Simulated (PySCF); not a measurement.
C₆H₈NO (doublet state).
Cartesian coordinates in Å at the GFN2-xTB level; atoms count from 1:
```
atom  x, y, z in Å
C1    -2.3594    0.4030   -0.6966
C2    -0.9487   -0.0078   -1.0918
C3    -0.3596   -1.1916   -0.3442
C4     0.6435   -0.3890    0.1946
C5     1.7684   -0.6955    1.1016
N6     2.5451    0.3783    1.3984
O7     1.9886   -1.8014    1.5482
C8     0.1877    0.7657   -0.4452
H9    -3.0782   -0.3331   -1.0493
H10   -2.4405    0.4768    0.3854
H11   -2.6078    1.3687   -1.1318
H12   -0.8699   -0.0859   -2.1796
H13   -0.6368   -2.2205   -0.2533
H14    3.3338    0.2535    2.0103
H15    2.3560    1.2890    1.0226
H16    0.4703    1.7987   -0.4808
```

The hyperfine couplings belong to this conformer and change with its torsions.

As a line formula: `C[C@@H]1[CH]C(C(N)=O)=C1` [radical].

Method: UKS B3LYP, pcH-1 on C H N O, non-relativistic, mean-field spin-orbit, GIAO in PySCF 2.14.0. Isolated species at its GFN2-xTB geometry (one conformer only). A GFN2-xTB geometry isn't a minimum of the functional, and hyperfine couplings can be far from their values at a DFT geometry. No stability test was run, so a lower SCF solution isn't excluded. ⟨S²⟩ is 0.781 where a pure state has 0.75.

Computed for the main isotopes (class means, splittings of 0.05 mT or more): g = 2.0025; H13/H16 1H -46.3 MHz (1.65 mT); H12 1H +17.2 MHz (0.62 mT); H9/H10/H11 1H +4.1 MHz (0.15 mT); 24 first-order lines, 4.36 mT wide.

(1) What changes when 1H at H13/H16 is replaced by 2H at both sites?

(2) Where do the 13C satellites of C3/C8 appear, and how strong are they?

(3) Where do the 13C satellites of C4 appear, and how strong are they?

(4) Where do the 13C satellites of C2 appear, and how strong are they?

Answers

(1) Only the nuclear moment changes in this model. The ratio of g factors is 0.85744/5.58569 = 0.1535, so a goes from -46.3 to -7.1 MHz (0.254 mT). The spin goes from 1/2 to 1, so the 1:2:1 triplet becomes a 1:2:3:2:1 quintet. The spectrum then has 40 first-order lines over 2.07 mT.

(2) a = +66.2 MHz (class mean), or 2.36 mT in magnitude, and I = 1/2, so to first order each main line has two satellites, at ±1.18 mT. The isotope's abundance is about 1.07 % at each of 2 sites, shared among 2 lines, so each has 1.1 % of the main line's intensity.

(3) a = -48.7 MHz, or 1.74 mT in magnitude, and I = 1/2, so to first order each main line has two satellites, at ±0.87 mT. The isotope's abundance is about 1.07 %, shared among 2 lines, so each has 0.54 % of the main line's intensity.

(4) a = -29.7 MHz, or 1.06 mT in magnitude, and I = 1/2, so to first order each main line has two satellites, at ±0.53 mT. The isotope's abundance is about 1.07 %, shared among 2 lines, so each has 0.54 % of the main line's intensity.

Class means assume fast exchange of nuclei equivalent by connectivity; if that motion is slow, each nucleus keeps its own coupling. H14 and H15 aren't averaged: N6 is flat or nearly so (angle sum 360°), and its turn about the short N6–C5 bond (1.36 Å) is taken as slow. The three 1H nuclei of mean +4.1 MHz run from -0.8 to 6.7 MHz in the frozen geometry.

On one thread of an Arm Neoverse V2, no GPU (shared host), this took 77 s (with the writing of density and orbital grids) and 1.1 GiB of memory at its peak.
